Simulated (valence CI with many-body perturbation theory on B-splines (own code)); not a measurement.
Results of a calculation; reference values are marked as such.
# Hg VIII: what the settings do

Level of theory: valence CI with perturbative core correlation (CI+MBPT): five valence electrons over a frozen Dirac-Fock core [Xe] 4f14, a basis of 6 s, 6 p, 5 d, 5 f, 1 g functions for each j, with the one-electron correlation potential Σ1 (screened to all orders), the two-electron term Σ2, the three-electron term Σ3, Breit, model QED; selected single and double excitations, second order for the rest, scaled by the run's own slope (own B-spline code, finite nucleus).

No measured levels were compared; by estimate terms of the open shell hold to 2 to 4 % of their energy, and close levels can change places; different configurations can be misplaced against each other by 1,000 to 8,000 cm⁻¹. Among the levels kept, up to 370 cm⁻¹ of a level comes from second order outside the variational space, and about a tenth of that is noise between levels of different J, which matters for small intervals. Only levels of the ground parity were solved; by the run's estimate the other parity begins above the list, which can be wrong where configurations are misplaced.

The reference run has the lowest level (5d3/2^3 5d5/2^2) J=5/2 [a] and an ionisation energy of 114.612 eV. Its largest variational space holds 10000 state functions.

Levels are named by their leading jj configuration (3d3/2^4 stands for four electrons in 3d with j = 3/2), which in mixed levels can hold well under half, so a name can repeat and another be missing. Letters in brackets count levels of one name in rising energy.

Changed runs:
A. box radius (bohr) 13.131 → 6.63
B. lowest core n in screening and Σ2 4 → 4
C. hole-hole ladder in Σ2 on → off; natural orbitals for correlation on → off
D. start configuration 5d5 → 5s5 (bad on purpose)

Excitation energies of the reference run in cm⁻¹, and shifts in cm⁻¹:

| Level | Reference | A | B | C |
| --- | --- | --- | --- | --- |
| (5d3/2^4 5d5/2) J=5/2 | 19321 | +7.2 | 0 | +2372 |
| (5d3/2^3 5d5/2^2) J=7/2 [a] | 29058 | +6.3 | 0 | +1814 |
| (5d3/2^3 5d5/2^2) J=3/2 | 30305 | +8.1 | 0 | +2932 |
| (5d3/2^3 5d5/2^2) J=11/2 | 31294 | +5.9 | 0 | +1287 |
| (5d3/2^3 5d5/2^2) J=5/2 [b] | 33061 | +6.5 | 0 | +1925 |
| (5d3/2^3 5d5/2^2) J=9/2 | 33364 | +6.1 | 0 | +1458 |
| (5d3/2^3 5d5/2^2) J=1/2 | 36073 | +9.0 | 0 | +3185 |
| (5d3/2^2 5d5/2^3) J=7/2 [a] | 41404 | +7.8 | 0 | +2305 |
| (5d3/2^3 5d5/2^2) J=5/2 [c] | 43560 | +10 | 0 | +3333 |
| (5d3/2^3 5d5/2^2) J=7/2 [b] | 47904 | +10 | 0 | +3303 |
| (5d3/2^2 5d5/2^3) J=11/2 | 48021 | +6.8 | 0 | +971 |
| (5d3/2^2 5d5/2^3) J=1/2 | 49388 | +9.0 | 0 | +2873 |
| Ionisation energy (eV) | 114.612 | +0.00091 | 0 | -0.060 |

No effect on these energies: B.

Run D: It gave no result: a shell was given more electrons than it holds. The program said: "a valence shell holds more than 4l+2 electrons".
